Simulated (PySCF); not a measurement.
C₃H₈OS. Atoms are numbered in the order given.

```xyz
13

C      1.6011    -1.2138     0.1462
O      1.6313     0.1452     0.5035
C      0.3836     0.6926     0.7763
S     -0.8128     0.7551    -0.6217
C     -1.8335    -0.7104    -0.2888
H      1.0906    -1.8288     0.9167
H      1.0877    -1.3626    -0.8224
H      2.6420    -1.5524     0.0533
H      0.5596     1.7377     1.0696
H     -0.1285     0.1626     1.6080
H     -2.2449    -0.6823     0.7323
H     -1.2857    -1.6526    -0.4418
H     -2.6725    -0.6750    -0.9988
```
Charge 0, spin multiplicity 1.

Geometry: r2SCAN-D4/def2-SVP. The values are those of a single conformer.

Level of theory: B3LYP/def2-TZVP in PySCF.

The molecule is in vacuum.

```
Quantity                                                                                                        Value
---------------------------------------------------------------------------------------------  ----------------------
total energy                                                                                       -592.63913 hartree
highest occupied level                                                                                       -6.41 eV
lowest empty level                                                                                            0.54 eV
orbital gap                                                                                                   6.95 eV
dipole moment                                                                                                  2.17 D
quadrupole, principal values (traceless, Buckingham form, about the centre of nuclear charge)  -2.50, -0.37, 2.87 D·Å
mean static polarisability                                                                       62.1 bohr³ (9.20 Å³)
polarisability, principal values                                                               53.6, 61.4, 71.2 bohr³
```
